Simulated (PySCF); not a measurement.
## Basis and Hamiltonian dependence of the excitation energy of Cd

Cd [Kr] 4d10 5s2 (1S) → Cd [Kr] 4d10 5s1 5p1 (3P). All values are computed (PySCF 2.14, energy differences of UHF-based or UKS calculations, no spin-orbit coupling). Values in eV.

| basis | Hamiltonian | functions | UHF | PBE | PBE0 | MP2 (valence) | CCSD(T) (valence) | CCSD(T) (valence and next inner shell) |
| --- | --- | --- | --- | --- | --- | --- | --- | --- |
| aug-cc-pVDZ-PP with ECP28MDF | ECP | 54 | 2.508 | 4.038 | 3.735 | 3.814 | 3.772 | n/a |
| def2-TZVPPD with the def2 core potential (28 electrons) | ECP | 56 | 2.570 | 4.090 | 3.786 | 3.833 | 3.812 | 3.871 |
| ANO-RCC-VTZP | spin-free X2C | 68 | 2.514 | 3.970 | 3.681 | 3.819 | 3.831 | 3.885 |
| aug-cc-pwCVDZ-PP with ECP28MDF | ECP | 70 | 2.500 | 4.026 | 3.723 | 3.828 | 3.768 | 3.835 |
| x2c-TZVPPall | spin-free X2C | 79 | 2.510 | 3.979 | 3.688 | 3.757 | 3.730 | 3.781 |
| aug-cc-pVTZ-PP with ECP28MDF | ECP | 88 | 2.494 | 4.028 | 3.721 | 3.866 | 3.803 | n/a |
| x2c-TZVPPall with one added diffuse shell each of s, p, d, f type | spin-free X2C | 95 | 2.498 | 3.959 | 3.673 | 3.835 | n/a | 3.830 |
| cc-pwCVTZ-PP with ECP28MDF | ECP | 97 | 2.504 | n/a | n/a | 3.779 | 3.751 | n/a |
| aug-cc-pVTZ-PP with one added diffuse shell each of s, p, d, f, g type with ECP28MDF | ECP | 113 | 2.492 | 4.026 | 3.719 | 3.878 | n/a | n/a |
| x2c-QZVPPall | spin-free X2C | 118 | 2.496 | 3.964 | 3.674 | 3.875 | n/a | n/a |
| aug-cc-pwCVTZ-PP with ECP28MDF | ECP | 122 | 2.491 | 4.026 | 3.719 | 3.873 | n/a | n/a |
| x2c-QZVPPall with one added diffuse shell each of s, p, d, f, g type | spin-free X2C | 143 | 2.493 | 3.961 | 3.672 | 3.883 | n/a | n/a |

Frozen in the all-electron rows: valence and next inner shell: [Ar] 3d10; valence: [Kr]; with a core potential, the same shells as far as they lie outside it.

Reference for a calculation without spin-orbit coupling: 3.874 eV (measured, between term centres; NIST).
